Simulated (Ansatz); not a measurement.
System: AgCl, charge 0, singlet. AgCl (SMILES [Cl][Ag]).
B3LYP-D3(BJ)/def2-TZVP minimum from Ansatz (a quantum-chemistry and plane-wave program):
```xyz
2

Ag     0.0000     0.0000    -0.6130
Cl     0.0000     0.0000     1.6948
```

Total energies in hartree (Ansatz). Radicals and triplets start from unrestricted determinants; spin-orbit coupling is neglected. Cores are frozen in correlated methods (noble-gas shells, and filled d and f shells in the p block). Past Kr the def2 sets carry scalar-relativistic core potentials.

| species | HF/def2-TZVPP | CCSD(T)/def2-TZVPP | HF/def2-QZVPP | CCSD(T)/def2-QZVPP | CCSDT(Q)/def2-TZVPP |
|---|---|---|---|---|---|
| 1: AgCl (SMILES [Cl][Ag]) | -605.67317 | -606.26272 | -605.68859 | -606.33366 | -606.26295 |
| 2: Ag (doublet) | -146.11696 | -146.48684 | -146.11809 | -146.52236 | -146.48614 |
| 3: Cl (doublet) | -459.47685 | -459.66464 | -459.48954 | -459.69535 | -459.66548 |

### Question
Work out the atomisation energy (electronic, to ground-state atoms) in kcal/mol: take Hartree-Fock from def2-QZVPP, extrapolate the CCSD(T) correlation energy as X^-3 (X = 3, 4), and add CCSDT(Q) - CCSD(T) in def2-TZVPP. 1 hartree = 627.51 kcal/mol.

### Answer

Species 1: correlation (64·(-0.64507) - 27·(-0.58955))/37 = -0.68558; step -0.00023; E1 = -605.68859 + (-0.68558) + (-0.00023) = -606.37440
Species 2: correlation (64·(-0.40427) - 27·(-0.36988))/37 = -0.42937; step +0.00070; E2 = -146.11809 + (-0.42937) + (+0.00070) = -146.54676
Species 3: correlation (64·(-0.20581) - 27·(-0.18779))/37 = -0.21896; step -0.00084; E3 = -459.48954 + (-0.21896) + (-0.00084) = -459.70934
-1·E1 +1·E2 +1·E3 = 0.11830 hartree = 74.2 kcal/mol.
